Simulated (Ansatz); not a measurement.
Molecule: CsAu, charge 0, multiplicity 1. 
Coordinates optimised at B3LYP-D3(BJ)/def2-TZVP (Ansatz, an electronic-structure program):
SMILES: [Cs][Au]
```xyz
2

Cs     0.0000     0.0000    -1.8835
Au     0.0000     0.0000     1.3113
```
Charge 0, spin multiplicity 1.

Property: atomisation energy (electronic, to ground-state atoms), in kcal/mol. Correlated levels leave the core frozen unless marked. Open shells are spin-unrestricted. No spin-orbit coupling. The frozen core is the preceding noble-gas configuration, with the filled d and f shells of earlier blocks. The outer core of K, Ca and their heavier congeners is not correlated, a term that matters for these elements. Past Kr the def2 sets carry scalar-relativistic core potentials. 

```csv
level,program,atomisation energy (kcal/mol)
HF/def2-TZVPPD,Ansatz,24.0
r2SCAN/def2-TZVPD,Ansatz,64.8
r2SCAN-D4/def2-TZVPD,Ansatz + dftd4,64.9
HSE06-D3(BJ)/def2-TZVPD,Ansatz + dftd3,58.2
PBE-QIDH/def2-TZVPD,Ansatz,55.6
CCSD/def2-QZVPPD,Ansatz,58.0
```

The T1 diagnostic of CCSD in the largest basis is 0.032, which is high, so the coupled-cluster rows are less sure than usual.
